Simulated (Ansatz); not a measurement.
Two isomers of C4H7B: A = `BC(C)=C=C`, B = `C#CB(C)C`.

Isolated molecules relaxed with PBE0-D4/def2-TZVP in Ansatz; ΔE leaves out vibrations. CCSD(T)/CBS is the MP2 limit (def2-TZVPP, def2-QZVPP) plus CCSD(T) − MP2 in def2-TZVPP, frozen cores. Functionals use def2-TZVPP. B3LYP here is the variant with VWN-RPA as its local correlation; programs differ in this.

A:

```xyz
12

B    -0.143   -1.600    0.706
C    -0.005   -0.124    0.313
C     0.145    0.986    1.325
C    -0.021    0.121   -0.980
C    -0.038    0.334   -2.259
H    -0.127   -1.917    1.862
H    -0.264   -2.434   -0.141
H     1.012    0.802    1.964
H     0.264    1.961    0.852
H    -0.730    1.022    1.979
H     0.877    0.325   -2.841
H    -0.970    0.523   -2.781
```

B:

```xyz
12

C    -0.909    0.705    2.406
C    -0.498    0.386    1.316
B     0.022   -0.018   -0.060
C     0.749    1.049   -0.942
C    -0.185   -1.488   -0.553
H    -1.271    0.987    3.368
H     0.722    0.820   -2.010
H     1.809    1.020   -0.647
H     0.415    2.074   -0.771
H    -1.161   -1.508   -1.062
H    -0.244   -2.226    0.249
H     0.553   -1.801   -1.296
```

Which isomer does CCSD(T)/CBS put lower? Give the gap. (An estimate is asked.)

Computed: B, by 97.4 kJ/mol.

Give E(B) − E(A) in kJ/mol with CCSD/def2-TZVPP, r2SCAN-D4, ωB97M-V, PBE-D4, B3LYP-D4, MP2/def2-TZVPP, B2PLYP. (Estimate.)

Ansatz gave: CCSD/def2-TZVPP -96.8, r2SCAN-D4 -84.7, ωB97M-V -90.9, PBE-D4 -76.5, B3LYP-D4 -80.5, MP2/def2-TZVPP -104.5, B2PLYP -92.0. None reverses the order clearly.

Largest T1 diagnostic: 0.012.

In def2-TZVPP, CCSD(T) changes the Hartree–Fock value by −5.4 kJ/mol (the triples alone add +1.7 kJ/mol) and MP2 by −14.8 kJ/mol. From PBE to PBE0 (25 % exact exchange), in def2-TZVPP and without D4, E(B) − E(A) moves by −4.6 kJ/mol.
